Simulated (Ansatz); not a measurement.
Mulliken charges of `B[Si](F)(F)F` from B3LYP/def2-TZVPP in Ansatz (PBE0-D4/def2-TZVP geometry).

```csv
atom,x (Å),y (Å),z (Å),charge (e)
B1,0.237,-1.165,0.329,-0.130
Si2,-0.156,0.719,-0.229,0.881
F3,1.182,1.433,-0.683,-0.297
F4,-1.171,0.843,-1.435,-0.301
F5,-0.772,1.561,0.960,-0.298
H6,0.859,-1.358,1.328,0.070
H7,-0.117,-2.102,-0.316,0.075
```

**Question.** By hand: the dipole of these point charges (1 e Å = 4.8032 D).

**Answer.** Σ q r = (0.115, -0.612, 0.173) e Å, of length 0.646 e Å = 3.10 D.

**Question.** How does the dipole of the full density compare? (Estimate.)

**Answer.** The calculation gave: (0.072, -0.406, 0.117) e Å, 2.06 D; the point charges give 1.50 times that, at 1° from its direction.

Point charges leave out the atoms' own dipoles, such as those of lone pairs, and Mulliken's split depends on the basis, so the two needn't agree.

B3LYP here is the variant with VWN-RPA as its local correlation; programs differ in this.
